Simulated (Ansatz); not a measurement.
Gas-phase electronic energies from Ansatz, PBE0-D4/def2-TZVP geometries. CCSD(T)/CBS adds triple-zeta CCSD(T) − MP2 to the extrapolated MP2 energy (def2 sets, frozen cores). For Br outer-core shells are correlated without core-valence functions, which leaves a few kJ/mol of doubt a bond. Scalar relativity is left out up to krypton. One conformer a species, not always the lowest.

Reaction (ligand exchange at a B–C bond): `BCC(Cl)Br` + `[OH][Al]([Cl])[Cl]` → `B[O][Al]([Cl])[Cl]` + `CC(Cl)Br`

`BCC(Cl)Br`:

Cartesian coordinates in Å:
```
B 0.479 -0.611 -1.314
C -0.508 -0.223 -0.172
C 0.106 0.508 0.990
Cl 0.705 2.096 0.475
Br -1.148 0.707 2.471
H 1.663 -0.583 -1.149
H 0.040 -1.008 -2.352
H -0.912 -1.187 0.184
H -1.382 0.319 -0.547
H 0.956 -0.019 1.415
```

`[OH][Al]([Cl])[Cl]`:

```xyz
5

O    -0.153   -0.086   -1.314
Al    0.154    0.173    0.315
Cl    1.398    1.738    0.850
Cl   -0.684   -1.037    1.784
H    -0.716   -0.789   -1.635
```

`B[O][Al]([Cl])[Cl]`:

```xyz
7

B     0.401   -0.593   -1.432
O     0.074   -0.087   -0.237
Al   -0.349    0.520    1.251
Cl   -1.394    2.302    1.367
Cl    0.178   -0.513    2.964
H    -0.361   -1.343   -1.981
H     1.450   -0.286   -1.932
```

`CC(Cl)Br`:

```xyz
8

C    -0.033   -0.714   -0.431
C     0.138    0.612    0.256
Cl    0.979    0.430    1.802
Br   -1.588    1.479    0.513
H    -0.633   -1.389    0.180
H    -0.528   -0.572   -1.393
H     0.948   -1.165   -0.596
H     0.717    1.319   -0.331
```

```csv
species,HF/def2-QZVPP energy (Eh)
`BCC(Cl)Br`,-3135.33945
`[OH][Al]([Cl])[Cl]`,-1236.68539
`B[O][Al]([Cl])[Cl]`,-1261.99757
`CC(Cl)Br`,-3110.08574
```

(1) Work out ΔE.

Largest T1 diagnostic among the species: 0.011.

Results:

(1) ΔE = (-1261.99757) + (-3110.08574) − (-3135.33945) − (-1236.68539) = -0.05847 Eh = -1.59 eV. CCSD(T)/CBS gives -1.39 eV.

In def2-TZVPP, CCSD(T) changes the Hartree–Fock value by +0.17 eV (the triples alone add +0.02 eV) and MP2 by +0.19 eV. The D4 term adds +0.03 eV with B3LYP and +0.02 eV with PBE0; it sums over pairs of atoms, weighted by their polarisabilities, and B3LYP, whose exchange is more repulsive, gets the larger term.

B3LYP here is the variant with VWN-RPA as its local correlation; programs differ in this.
